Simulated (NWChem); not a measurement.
# InCl, singlet; SMILES [Cl][In]

```xyz
2

In     0.0000     0.0000    -0.6362
Cl     0.0000     0.0000     1.7937
```
Atoms are numbered in this order, from 1.

Low-valent species are run as closed-shell singlets; no triplet was tried in these runs. The geometry was optimised at PBE0/def2-SVP. def2 effective core potentials on In; no spin-orbit coupling.

Task: List the 6 lowest vertical singlet excitations from PBE/def2-SVP with def2 effective core potentials on In, TDA (NWChem).

Result: 
```
state  energy (eV)  oscillator strength  leading excitation (squared amplitude)
-----  -----------  -------------------  --------------------------------------
S1            4.35                0.000                  HOMO−2 → LUMO+1 (0.50)
S2            4.38                0.089                    HOMO → LUMO+1 (0.95)
S3            4.38                0.089                      HOMO → LUMO (0.95)
S4            4.44                0.000                    HOMO−2 → LUMO (0.50)
S5            4.44                0.000                  HOMO−2 → LUMO+1 (0.50)
S6            5.21                0.007                    HOMO−2 → LUMO (0.37)
```
